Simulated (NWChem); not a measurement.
System: SnN3H7; SMILES [NH2][SnH]([NH2])[NH2]

The following NWChem deck was run.

```
start job
memory heap 200 mb stack 900 mb global 1100 mb
geometry units angstroms noautoz
  Sn     0.025616     0.017671    -0.206403
  N      0.043334     1.926578     0.601810
  N      1.555085    -1.177709     0.490925
  N     -1.621902    -1.008261     0.521763
  H      0.251105     0.203775    -1.922361
  H     -0.415222     1.935519     1.523868
  H     -0.484385     2.583580     0.009902
  H      2.466331    -0.775213     0.230867
  H      1.541517    -1.203411     1.520377
  H     -2.498136    -0.629182     0.136445
  H     -1.579597    -1.992587     0.220218
end
basis spherical
  * library def2-svp
end
ecp
  Sn library def2-ecp
end
dft
  xc xcamb88 1.00 lyp 1.0 hfexch 1.00
  cam 0.33 cam_alpha 0.0 cam_beta 1.0
  iterations 150
  mulliken
end
task dft energy
```

Coordinates come from a PBE-D3(BJ)/def2-SVP optimisation. No frequency run checked for a minimum. def2 effective core potentials on Sn; no spin-orbit coupling.

### Question
What results follow from this input? (LC-BLYP (range parameter 0.33 per bohr)/def2-SVP with def2 effective core potentials on Sn.) Quantities: energy (Ha); highest occupied level (eV); orbital gap (eV); dipole (D).

### Answer
```
Quantity                       Value
---------------------------  -------
energy (Ha)                  -381.99
highest occupied level (eV)    -9.21
orbital gap (eV)               11.23
dipole (D)                      1.58
```
